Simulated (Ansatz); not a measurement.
Stepwise reaction of `OBN[SiH2]O` with hydrogen, as a gas-phase model of exchange steps in deposition or etching. ΔE in kJ/mol; ΔG adds harmonic PBE0-D4 terms to CCSD(T)/CBS, at 1 bar.

Isolated molecules relaxed with PBE0-D4/def2-TZVP in Ansatz; ΔE leaves out vibrations. CCSD(T)/CBS adds triple-zeta CCSD(T) − MP2 to the extrapolated MP2 energy (def2 sets, frozen cores). This one scheme is used for every species. Functionals use def2-TZVPP. B3LYP here is the variant with VWN-RPA as its local correlation; programs differ in this. One conformer a species, not always the lowest.

```tsv
step	reaction	PBE-D4	B3LYP-D4	ωB97M-V	CCSD(T)/CBS	ΔG(400 K)
2	`BN[SiH2]O` + H₂ → `BN[SiH3]` + H₂O	81.6	87.5	88.5	85.9	83.3
```

(1) Give the row of step 1, `OBN[SiH2]O` + H₂ → `BN[SiH2]O` + H₂O. (Estimate.)

(2) By hand: ΔE of the 2 steps together at CCSD(T)/CBS.

Results:

(1) The calculation gave: 
```csv
step,reaction,PBE-D4,B3LYP-D4,ωB97M-V,CCSD(T)/CBS,ΔG(400 K)
1,`OBN[SiH2]O` + H₂ → `BN[SiH2]O` + H₂O,96.0,95.8,94.9,89.9,89.3
```

(2) (89.9) + (85.9) = 175.8 kJ/mol, or 87.9 kJ/mol a step.

In ΔE the steps differ by no more than 4.0 kJ/mol. All are uphill at CCSD(T)/CBS. ΔG lies between 83.3 and 89.3 kJ/mol a step. PBE-D4 differs from CCSD(T)/CBS by -4.3 to 6.1 kJ/mol a step. Isolated molecules leave out the surface, adducts and barriers. Largest T1 diagnostic: 0.012.
